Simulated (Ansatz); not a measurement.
Cartesian coordinates (Å):
```xyz
5

Cd    -0.1324     0.1292     0.2043
Cl     1.5250     1.5846     0.8564
N     -1.4583    -1.2237    -0.5243
H     -2.3262    -0.7282    -0.7875
H     -1.7441    -1.8536     0.2437
```
Charge 0, spin multiplicity 1.

Method: frozen-core CCSD(T)/def2-TZVPP // BP86-D3(BJ)/def2-SVP (Ansatz, a program for electronic structure).

```yaml
HF energy: -682.06003 Ha
MP2 correlation energy: -1.12349 Ha
```

Estimate the CCSD correlation energy, the (T) correction, the total energy and the T1 diagnostic.


```
Quantity                        Result
-----------------------  -------------
CCSD correlation energy    -1.11195 Ha
(T) correction             -0.03781 Ha
CCSD(T) total energy     -683.20979 Ha
T1 diagnostic                    0.014
```
